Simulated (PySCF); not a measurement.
AsAs3SSeSe nortricyclane, As4SSe2.
Z-matrix (Å and degrees, PBE0-D3(BJ)/def2-SVP geometry), rows numbered from 1:
```
As
S   1  2.2364
As  2  2.2210  1  106.90
As  3  2.4749  2  103.32  1    30.95
Se  4  2.3420  3  102.66  2     0.75
As  3  2.4742  2  103.36  1   -30.91
Se  6  2.3423  3  102.57  4   -98.85
```

The calculation used PBE0-D3(BJ)/def2-SVP geometry optimisation, gas phase (PySCF 2.14.0).

Masses are those of the commonest isotopes; rigid-rotor values at the optimised geometry. The values belong to one conformer.

Task: What are A, B and C (MHz)?

Result: Ia = 1232.83, Ib = 1358.88, Ic = 1614.40 u·Å²; 505379 MHz·u·Å²/I gives A = 409.9, B = 371.9, C = 313.0 MHz.

Task: What kind of rotor is it?

Result: An asymmetric top. Ray's parameter κ = (2B − A − C)/(A − C) = 0.215; −1 is the prolate and +1 the oblate limit.

Task: Is it planar, by Δ = Ic − Ia − Ib?

Result: Not planar: Δ = Ic − Ia − Ib = -977.31 u·Å². For a rigid frame Δ = −2 Σ m c², so Σ m c² = 488.65 u·Å² lies off the ab plane. The atom farthest from that plane is 2.29 Å away.

Task: Give the other two planar moments, Paa and Pbb, and the rms extents of the mass along the axes.

Result: Paa = Σ m a² = (Ib + Ic − Ia)/2 = 870.23 and Pbb = Σ m b² = (Ia + Ic − Ib)/2 = 744.17 u·Å². With the mass M = 491.49 u, the rms extents √(P/M) along a, b and c are 1.33, 1.23, 1.00 Å.

Task: Give the coordinates in the principal-axis frame, origin at the centre of mass.

Result: The sense of each axis is arbitrary; atoms in the order of the calculation.
| atom | mass (u) | a (Å) | b (Å) | c (Å) |
| --- | --- | --- | --- | --- |
| As1 | 74.922 | -1.865 | -0.001 | 0.657 |
| S2 | 31.972 | -0.339 | -0.005 | 2.291 |
| As3 | 74.922 | 1.655 | -0.003 | 1.313 |
| As4 | 74.922 | 1.257 | 1.241 | -0.790 |
| Se5 | 79.917 | -1.014 | 1.794 | -0.637 |
| As6 | 74.922 | 1.258 | -1.234 | -0.796 |
| Se7 | 79.917 | -1.011 | -1.795 | -0.640 |

Task: Which types of transition are allowed, and where do some lines up to J = 3 fall?

Result: The dipole components are |μa| = 0.47 D, |μb| = 0.00 D, |μc| = 0.36 D; the mirror of this Cs structure is the ac plane, so μb vanishes by symmetry (the 0.01 D computed is a residue) and there are no b-type lines. Intensities carry the squares of the components, which stand as 1.00 : 0.58 (a : c). Some lines, for components of 0.1 D or more:

| type | branch | J(Ka,Kc) | MHz | lower level (cm⁻¹) |
| --- | --- | --- | --- | --- |
| a | Q | 3(1,2) ← 3(1,3) | 338 | 0.133 |
| a | R | 1(0,1) ← 0(0,0) | 685 | 0.000 |
| c | R | 1(1,0) ← 0(0,0) | 782 | 0.000 |
| a | R | 2(1,2) ← 1(1,1) | 1311 | 0.024 |
| a | R | 2(0,2) ← 1(0,1) | 1336 | 0.023 |
| a | R | 2(1,1) ← 1(1,0) | 1429 | 0.026 |
| c | R | 2(1,1) ← 1(0,1) | 1526 | 0.023 |
| c | R | 2(2,1) ← 1(1,1) | 1602 | 0.024 |
| a | R | 3(1,3) ← 2(1,2) | 1949 | 0.068 |
| a | R | 3(0,3) ← 2(0,2) | 1959 | 0.067 |
| a | R | 3(2,2) ← 2(2,1) | 2055 | 0.078 |
| a | R | 3(1,2) ← 2(1,1) | 2110 | 0.074 |
| a | R | 3(2,1) ← 2(2,0) | 2151 | 0.079 |
| c | R | 3(2,1) ← 2(1,1) | 2299 | 0.074 |
| c | R | 3(1,2) ← 2(0,2) | 2300 | 0.067 |
| c | R | 3(2,2) ← 2(1,2) | 2346 | 0.068 |
| c | R | 3(3,0) ← 2(2,0) | 2391 | 0.079 |
| c | R | 3(3,1) ← 2(2,1) | 2410 | 0.078 |

Task: Estimate the classical rotational partition function at 50 K, 298.15 K and 500 K.

Result: Point group Cs, symmetry number σ = 1; q = (√π/σ)·√((kT/h)³/(ABC)), k/h = 20836.6 MHz/K: 273000 at 50 K, 3970000 at 298.15 K, 8630000 at 500 K.

PBE0-D3(BJ)/def2-SVP frequencies: not computed here. No vibrational averaging or centrifugal distortion is included, and the geometry carries the error of its method. Quadrupole hyperfine structure (75As) is left out.

Hardware: one thread of an Arm Neoverse V1, shared host with 32 logical CPUs at a one-minute load of 27. Cost: 13 min wall, 1.8 GiB resident at most. These figures are those of the optimisation.
